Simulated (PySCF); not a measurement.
Compound: C₆H₈P (charge -1).
SMILES with atom numbers: `[CH3:1][c:2]1[cH:3][cH:4][c:5]([CH3:6])[p-:7]1`

NICS is the negative of the GIAO shielding at a point without a nucleus: at the ring centre (0) and 1 Å above and below it (1); zz is the component along the ring normal. Level: GIAO PBE0/pcSseg-1 (PySCF, non-relativistic, gas phase) on the GFN2-xTB geometry, one conformer.

Ring bond lengths (Å), with Mayer bond orders in brackets: C2–C3 1.380 (1.49), C3–C4 1.399 (1.35), C4–C5 1.380 (1.49), C5–P7 1.758 (1.23), P7–C2 1.758 (1.23).

**Question.** What do the NICS probes read (ppm)?

**Answer.** 
| ring | type | NICS(0) | NICS(1), two faces | NICS(1)zz, two faces | rms pucker (Å) | centre to ring atoms, mean (Å) |
| --- | --- | --- | --- | --- | --- | --- |
| C2–C3–C4–C5–P7 | 5-membered ring with P; formal bonds all aromatic | -11.7 | -10.3 / -10.2 | -26.5 / -26.4 | 0.00 | 1.30 |

**Question.** What do they say, and how far can they be read as aromaticity?

**Answer.** 
- C2–C3–C4–C5–P7: mean NICS(1)zz -26.5 ppm, shielded.

**Question.** How equal are the bonds by HOMA? HOMA = 1 − mean of α(R − Ropt)² over the ring bonds, with Krygowski's 1993 parameters (CC: Ropt 1.388 Å, α 257.7 Å⁻²; CP: Ropt 1.698 Å, α 118.91 Å⁻²).

**Answer.** 
- C2–C3–C4–C5–P7: HOMA 0.82; the largest term is that of P7–C2, α(R − Ropt)² = 0.42.

**Question.** What field does 1 T along the ring normal induce along that normal at the first NICS(1) probe listed for ring C2–C3–C4–C5–P7, 1 Å off the ring?

**Answer.** NICSzz × B0 = -26.5 ppm × 1 T = -26 μT, against the applied field.

**Question.** How shielded are the nuclei of the rings and their hydrogens (means over atoms taken as equivalent)?

**Answer.** 
```tsv
atoms	environment	σ isotropic (ppm)	principal values of the symmetric part, first atom (ppm)
C2 (×2)	substituted aromatic carbon	46.8	-62.1, 52.6, 150.1
C3 (×2)	aromatic CH carbon	68.7	-11.7, 80.0, 137.8
P7	phosphorus bonded to 2 C	235.9	127.8, 219.1, 361.0
H on C3 (×2)	aromatic hydrogen	25.17	22.7, 25.0, 27.8
```
